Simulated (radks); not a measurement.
Valence configurations of Ag+ (all share [Kr]). Calculated with a radial shooting solver on a logarithmic mesh with Libxc functionals: scalar-relativistic Kohn-Sham, LDA (Slater exchange, Perdew-Wang correlation), spin-polarised, spherical densities, finite nucleus; open shells are filled with parallel spins first (spin-orbit coupling, left out, can overturn this in heavy ions); Fermi nuclear charge, rms radius 4.5454 fm. Energies are relative to 4d10; eigenvalues in eV for spin up.

valence,E (eV),moment (Bohr magnetons),e(4d),e(5p),e(5s)
4d10,0.000,0,-15.920,-,-
4d9.5 5s0.5,2.267,1,-17.866,-,-12.644
4d9 5s1,4.807,2,-19.848,-,-13.575
4d9 5p1,10.537,2,-21.253,-8.717,-
4d8.5 5s1 5p0.5,10.664,3,-22.567,-8.893,-14.908
4d8 5s2,12.073,2,-23.885,-,-14.800
4d8.5 5s0.5 5p1,13.685,3,-23.245,-9.267,-15.339
4d8 5s1 5p1,17.180,4,-25.283,-9.795,-16.156
4d8 5p2,23.604,4,-26.562,-10.453,-
4d7.5 5s0.5 5p2,27.752,5,-28.621,-10.948,-17.720

NIST lists [Kr] 4d10 as the ground configuration; this level of theory agrees among the configurations tried. The energies are those of spherical high-spin densities, not of single terms.
